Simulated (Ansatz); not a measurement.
Consider the atomization: `C=CCSC(F)(F)F` → 4 C• + 3 F• + 5 H• + S•.

Program: Ansatz. Geometries: PBE0-D4/def2-TZVP. ΔE: electronic, gas phase. CCSD(T)/CBS is the MP2 limit (def2-TZVPP, def2-QZVPP) plus CCSD(T) − MP2 in def2-TZVPP, frozen cores. This one scheme is used for every species, atoms too. DFT in def2-TZVPP. B3LYP here is the variant with VWN-RPA as its local correlation; programs differ in this. No spin–orbit coupling; open shells (•) take unrestricted orbitals. Spin–orbit coupling would lower the free atoms: a little for C, F, S. Each species was taken in one conformer, which may not be the lowest.

`C=CCSC(F)(F)F`:

Z-matrix (Å, degrees):
```
C
C 1 1.487
S 1 1.817 2 114.5
H 1 1.095 2 111.0 3 -114.8
H 1 1.091 2 112.0 3 124.8
C 2 1.324 1 123.5 3 -122.6
H 2 1.087 1 116.2 3 57.0
C 3 1.802 1 100.2 2 67.2
H 6 1.083 2 121.4 1 -179.5
H 6 1.085 2 121.5 1 0.8
F 8 1.334 3 107.7 1 166.4
F 8 1.333 3 113.8 1 -74.5
F 8 1.337 3 112.6 1 47.2
```

| level | ΔE (kJ/mol) | difference from CCSD(T)/CBS |
| --- | --- | --- |
| PBE-D4 | 5438.3 | 213.2 |
| r2SCAN-D4 | 5271.6 | 46.5 |
| PBE0-D4 | 5285.3 | 60.2 |
| B3LYP-D4 | 5214.8 | -10.3 |
| ωB97M-V | 5260.9 | 35.8 |
| PBE | 5406.7 | 181.6 |
| r2SCAN | 5263.3 | 38.2 |
| PBE0 | 5258.6 | 33.5 |
| B3LYP | 5164.4 | -60.7 |
| MP2/def2-TZVPP | 5241.7 | 16.6 |
| SCS-MP2/def2-TZVPP | 5151.4 | -73.7 |
| CCSD(T)/def2-TZVPP | 5082.6 | -142.5 |
| HF/def2-QZVPP | 3693.2 | -1531.9 |
| SCS-MP2/def2-QZVPP | 5242.1 | 17.0 |
| HF/CBS(def2) | 3694.0 | -1531.1 |
| MP2/CBS(def2) | 5384.2 | 159.1 |
| CCSD(T)/CBS | 5225.1 | 0 |

Largest T1 diagnostic among the species: 0.012.

The D4 term adds +50.4 kJ/mol with B3LYP and +26.8 kJ/mol with PBE0; it sums over pairs of atoms, weighted by their polarisabilities, and B3LYP, whose exchange is more repulsive, gets the larger term. From PBE to PBE0 (25 % exact exchange), in def2-TZVPP and without D4, ΔE moves by −148.2 kJ/mol: exact exchange takes away binding that semilocal exchange gives to molecules. In def2-TZVPP, CCSD(T) changes the Hartree–Fock value by +1394.8 kJ/mol (the triples alone add +104.9 kJ/mol) and MP2 by +1553.8 kJ/mol; breaking electron pairs costs correlation energy, which Hartree–Fock lacks.

For atomizations the MP2-based limit and the directly extrapolated one differ by several kJ/mol either way, and by 10 to 25 for some Ge, Se and Sn compounds, so smaller differences from it don't rank the levels.
